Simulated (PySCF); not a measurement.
Dipole response of Ni (nickel, neutral)

[Ar] 3d8 4s2, high-spin 3F determinant. Calculation: PySCF 2.14, in aug-cc-pwCVTZ-DK (10s9p7d4f3g, 127 functions); the spin-free X2C one-electron Hamiltonian (Gaussian nucleus). Coupled (time-dependent) response in atomic units; α is the mean over directions.

| method | mean α (bohr³) | C₆ (like pair) | S(−4) |
| --- | --- | --- | --- |
| TPSS | 49.01 | 397.0 | 1238 |

S(−4) is the Cauchy moment in α(ω) = α(0) + S(−4) ω² + …

Reference α: 49 ± 3 bohr³ (recommended; Schwerdtfeger and Nagle, table of static dipole polarizabilities (2023 update)). Published C₆: 373.0 (Chu and Dalgarno (2004); Tang, Norbeck and Certain (1976)).

α(iu) at TPSS:

```tsv
u (hartree)	α(iu) (bohr³)
0	49.01
0.0500	46.13
0.100	39.43
0.200	25.75
0.300	17.06
0.500	9.061
0.750	5.357
1.00	3.719
1.50	2.237
2.00	1.546
3.00	0.8964
5.00	0.4296
```
